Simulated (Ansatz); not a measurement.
Mulliken charges of `N[SiH2][GeH3]` from ωB97M-V/def2-TZVPP in Ansatz (PBE0-D4/def2-TZVP geometry).

| atom | x (Å) | y (Å) | z (Å) | charge (e) |
| --- | --- | --- | --- | --- |
| N1 | -1.527 | 0.525 | -0.781 | -0.363 |
| Si2 | 0.133 | 0.793 | -0.406 | 0.280 |
| Ge3 | 0.893 | -0.998 | 0.962 | -0.082 |
| H4 | -1.819 | -0.365 | -1.153 | 0.116 |
| H5 | -2.077 | 1.273 | -1.172 | 0.115 |
| H6 | 0.220 | 2.085 | 0.326 | -0.033 |
| H7 | 1.054 | 0.900 | -1.580 | -0.057 |
| H8 | 0.602 | -2.352 | 0.283 | 0.003 |
| H9 | 0.194 | -1.003 | 2.332 | 0.011 |
| H10 | 2.412 | -0.911 | 1.192 | 0.010 |

Problem. By hand: the dipole of these point charges (1 e Å = 4.8032 D).

Solution. Σ q r = (0.029, 0.070, -0.060) e Å, of length 0.097 e Å = 0.47 D.

Problem. How does the dipole of the full density compare? (Estimate.)

Solution. The calculation gave: (-0.224, 0.042, -0.239) e Å, 1.59 D; the point charges give 0.30 times that, at 70° from its direction.

Point charges leave out the atoms' own dipoles, such as those of lone pairs, and Mulliken's split depends on the basis, so the two needn't agree.
